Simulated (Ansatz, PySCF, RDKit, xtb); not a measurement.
Complex: HCl (SMILES Cl) (first 2 atoms) with SiH4 (SMILES [SiH4]); geometry from B3LYP-D3(BJ)/def2-TZVP.
(charge 0, multiplicity 1):
```json
[
 {"atom": "Cl", "x (Å)": "0.6255", "y (Å)": "1.1381", "z (Å)": "-0.2247"},
 {"atom": "H", "x (Å)": "1.1186", "y (Å)": "-0.0336", "z (Å)": "-0.0576"},
 {"atom": "Si", "x (Å)": "-0.1779", "y (Å)": "-0.0813", "z (Å)": "3.2542"},
 {"atom": "H", "x (Å)": "-0.3146", "y (Å)": "1.3883", "z (Å)": "3.3347"},
 {"atom": "H", "x (Å)": "-1.1590", "y (Å)": "-0.6287", "z (Å)": "2.2914"},
 {"atom": "H", "x (Å)": "-0.4156", "y (Å)": "-0.6777", "z (Å)": "4.5890"},
 {"atom": "H", "x (Å)": "1.1907", "y (Å)": "-0.4309", "z (Å)": "2.8076"}
]
```

Counterpoise-corrected where a basis set is named; no monomer relaxation. RDKit's UFF carries no charges.

Rows in 6-31G* carry no dispersion term and start afresh at each structure (6-31G* with six Cartesian d functions).

Programs: Ansatz (Gaussian orbitals); PySCF for 6-31G* rows; RDKit for the force fields; xtb for the GFN methods. 

One of these levels gives -0.67 kcal/mol for the interaction energy. Which one is it?
(A) PBE/def2-TZVPPD
(B) GFN1-xTB
(C) UFF
(D) HF/6-31G*

C, UFF. The others give -2.45 (GFN1-xTB), 0.66 (HF/6-31G*), -0.29 (PBE/def2-TZVPPD)

Ansatz is a program for electronic structure.
